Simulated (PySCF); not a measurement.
What settings do to a single point of [Yb(H2O)]3+

The sound run of [Yb(H2O)]3+ (singlet in the valence; each metal's 4f electrons, 13 of them, lie in its core potential, out of spins and levels) uses PySCF 2.14.0, RKS B3LYP, Yb lcecp-1-SVP with ECP59, O def2-SVP, H def2-SVP; non-relativistic Hamiltonian with scalar-relativistic core potentials where named; density fitting; no spin-orbit coupling, grid (50, 194), threshold 1e-8 Eh and 55 cycles, at the relaxed geometry:

```xyz
4

Yb    0.0000    0.0000   -0.0516
O     0.0000    0.0000    2.0772
H     0.7849    0.0000    2.7111
H    -0.7849    0.0000    2.7111
```

There Yb1 has a Mulliken charge of 2.52 e and the dipole about the centre of mass is 3.63 D. Each run below changes one thing and starts from free metal ions and neutral atoms unless it says otherwise; with 55 cycles, smearing, a level shift and second-order steps follow where DIIS fails, and their cycles count. Energy shifts count from the sound run. On f atoms grids over 110 angular points are at least (60, 302).

```json
{"change": "grid (10, 14)", "outcome": "converged", "cycles": "11", "energy shift (eV)": "-4.60", "largest force component (eV/Å)": "25.85", "charge on Yb1 (e)": "2.47", "dipole about the centre of mass (D)": "3.47"}
```

Task: One further run converged with energy shift (eV) 15.53, largest force component (eV/Å) 40.57, charge on Yb1 (e) 2.37, dipole about the centre of mass (D) 2.48. Which change was it?
A. all coordinates × 1.12
B. start from a density of up to 30 smeared cycles (not counted)
C. H4 put 1.1 Å from Yb1, limit 69 cycles

Result: C.

Task: And the other changes listed?

Result: 
```csv
change,outcome,cycles,energy shift (eV),largest force component (eV/Å),charge on Yb1 (e),dipole about the centre of mass (D)
start from a density of up to 30 smeared cycles (not counted),converged,6,0.0000,0.00,2.52,3.63
all coordinates × 1.12,converged,10,0.84,2.70,2.55,3.91
```

Unsound on purpose, so not properties of the compound: H4 put 1.1 Å from Yb1, limit 69 cycles; grid (10, 14).

Forces carry noise of the integration grid, about 0.01 to 0.03 eV/Å.

An lcecp potential fixes the number of 4f electrons, so in runs with it no electron can move into or out of that shell.
